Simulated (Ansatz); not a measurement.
Geometry optimisation, RKS PBE0/def2-SVP in Ansatz.

The input (input.yaml):

```yaml
crystal:
  periodic: [false, false, false]
  atoms:
    - { symbol: Si, position_ang: [-0.8795, -0.1015, 0.6552] }
    - { symbol: Br, position_ang: [0.8858, -2.0344, -0.027] }
    - { symbol: H, position_ang: [-1.8027, -1.1204, 0.1812] }
    - { symbol: H, position_ang: [-1.6208, 1.1579, 0.7773] }
    - { symbol: O, position_ang: [-0.2131, -0.0896, 2.1159] }
    - { symbol: H, position_ang: [1.7407, -0.5593, -1.0613] }
    - { symbol: P, position_ang: [0.6458, 0.884, -1.132] }
    - { symbol: H, position_ang: [0.4395, -0.729, 2.4008] }
    - { symbol: H, position_ang: [0.864, 2.1582, -1.6743] }
    - { symbol: H, position_ang: [-0.0598, 0.4341, -2.2359] }
basis:
  gaussian: { orbitals: def2-SVP }
hamiltonian:
  xc: pbe0
relax:
  f_tol: 0.15
  max_steps: 25
  restrain:
    - { distance: [0, 6], at: 3.48, k: 30.0 }
    - { distance: [5, 1], at: 2.81, k: 30.0 }
    - { distance: [0, 1], at: 2.31, k: 30.0 }
    - { distance: [5, 6], at: 1.38, k: 30.0 }
```

Launched with:

```bash
$ ansatz run input.yaml --threads 2 --pin off --max-ram 3072MiB --backend cpu --events-out ev --progress --plain --runs-dir out
```

Q: Where does it end, and by what steps?

A: The forces met the threshold. The restraints hold the end off the free minimum. After 17 steps the energy has fallen by 2.168 eV (the restraints' own energy left out); H3 moved furthest, 1.51 Å. Parted: Si1–P7. Joined: H6–P7.

```
step  energy less start (eV)  largest force component (eV/Å)  accepted
   0                  0.0000                           2.559       yes
   1                  0.0570                           3.058       yes
   2                  0.3553                           2.905       yes
   3                  0.0078                           2.623       yes
   4                 -0.7700                           1.756       yes
   5                 -1.4061                           0.889       yes
   6                 -1.7590                           0.723       yes
   7                 -1.9566                           0.799       yes
   8                 -2.0516                           0.644       yes
   9                 -2.1073                           0.664       yes
  10                 -2.0552                           1.980        no
  11                 -2.1266                           0.584       yes
  12                 -2.1422                           0.578       yes
  13                 -2.1495                           0.599       yes
  14                 -2.1562                           0.608       yes
  15                 -2.1552                           0.567        no
  16                 -2.1630                           0.618       yes
  17                 -2.1677                           0.583       yes
```

```xyz
10
Properties=species:S:1:pos:R:3
Si -1.090 -0.686 0.914
Br 0.081 -2.081 -0.476
H -2.046 -1.607 1.593
H -1.768 0.343 0.101
O -0.098 0.058 2.004
H 1.665 0.125 -1.237
P 0.838 1.255 -1.249
H 0.328 -0.478 2.684
H 1.821 2.137 -1.808
H 0.270 0.934 -2.526
```

Whether the end is a true minimum wasn't checked by a vibrational analysis.

The run took 49 s on 2 threads of Arm Neoverse V2, with other jobs on the host, peak memory 0.27 GiB.
